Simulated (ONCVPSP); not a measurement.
## chlorine: ONCV pseudisation with PBEsol, scalar-relativistic reference atom.

* Element: chlorine (Cl)
* Generator: ONCVPSP 4.0.1
* Type: optimised norm-conserving Vanderbilt (ONCV)
* Functional: PBEsol
* Relativity: scalar-relativistic
* Frozen core: [He]
* Valence charge: 15
* Reference configuration: 2s2 2p6 3s2 3p3.5 (charge +1.5)
* Partial waves: 2s+3s: rc 0.75 bohr, ncon 3, nbas 6, qcut 17.6 1/bohr, 2 projectors; 2p+3p: rc 0.80 bohr, ncon 4, nbas 9, qcut 21 1/bohr, 2 projectors
* Local potential: polynomial inside 0.60 bohr (lpopt 4, dvloc0 0 Ha)
* Core correction: Teter function fitted to the true core (icmod 2), fcfact 0.65

- Cutoffs needed: 156 Ha and 177 Ha (the cutoffs (Ha) at which the residual kinetic energy of the hardest occupied pseudo-wave falls to 1 and 0.1 mHa per electron)
- Ghost test: no bound ghost flagged; no localised positive-energy state flagged
- Largest excitation error: +3.1 meV (all-electron minus pseudo) for 2s2 2p6 3s2 3p2, out of 4 test configurations
- rms error of d²Exc/dni dnj: 2.22 mHa without and 2.53 mHa with the model core
